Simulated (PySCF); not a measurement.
Si(H)(Me)(NH2)2 (CH8N2Si), SMILES [SiH](C)(N)N.

Geometry optimised at PBE-D3(BJ)/def2-SVP. Other conformers were not sampled.

Method: PBE-D3(BJ)/def2-SVP in PySCF 2.14.0.

Frequencies are harmonic and unscaled.

Computed normal modes with their intensities:
```
mode  ν (cm⁻¹)  IR (km/mol)  moving atoms (share of kinetic energy)
----  --------  -----------  --------------------------------------
1          125          0.1                                  H 94 %
2          135          0.3                                  H 87 %
3          219          4.9         H 55 %, N 18 %, Si 14 %, C 13 %
4          256          0.7          H 50 %, N 26 %, C 16 %, Si 8 %
5          271          6.2                 H 51 %, N 27 %, Si 21 %
6          330         41.1                 H 66 %, N 18 %, Si 13 %
7          391        343.9                          H 81 %, N 19 %
8          455         54.8                          H 55 %, N 43 %
9          588         13.8                                  H 95 %
10         658          5.8         C 43 %, H 25 %, N 18 %, Si 14 %
11         702          0.9                                  H 90 %
12         755         20.7                 N 39 %, H 36 %, Si 18 %
13         780          0.3                  H 62 %, N 23 %, C 12 %
14         838         99.5          H 60 %, Si 19 %, C 14 %, N 8 %
15         860        103.6                 H 33 %, Si 33 %, N 30 %
16         903        139.5                 H 67 %, Si 18 %, N 13 %
17         906        131.3                         H 82 %, Si 12 %
18        1217         31.4                          H 77 %, C 22 %
19        1386          2.7                                  H 96 %
20        1386          4.0                                  H 96 %
21        1497         43.6                          H 90 %, N 10 %
22        1499         25.7                          H 89 %, N 10 %
23        2169        141.4                                  H 97 %
24        2975          3.9                                  H 97 %
25        3067          6.3                           H 91 %, C 9 %
26        3093          3.9                           H 91 %, C 9 %
27        3469          7.8                                  H 96 %
28        3469          6.7                                  H 96 %
29        3563         20.2                           H 92 %, N 8 %
30        3563          0.0                           H 92 %, N 8 %
```
